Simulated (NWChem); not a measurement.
System: HSeOBr; SMILES O[Se]Br

Here is an NWChem input.

```
start job
memory heap 200 mb stack 900 mb global 1100 mb
geometry units angstroms noautoz
  Se     0.374112     0.942098    -0.015884
  Br    -0.017489    -1.393005     0.009014
  O     -1.290551     1.649318     0.096979
  H     -1.633375     1.675561    -0.821526
end
basis spherical
  * library 6-311g**
end
dft
  xc pbe0
  iterations 150
  mulliken
end
task dft energy
```

Structure relaxed at the PBE-D3(BJ)/def2-SVP level.

Q: What results follow from this input? (PBE0/6-311G** (spherical d).) Quantities: basis functions; energy (Ha); highest occupied level (eV); orbital gap (eV); dipole (D).

A: 
| Item | Result |
|---|---|
| number of basis functions | 112 |
| energy (Ha) | -5050.81 |
| highest occupied level (eV) | -6.87 |
| orbital gap (eV) | 4.24 |
| dipole (D) | 1.90 |
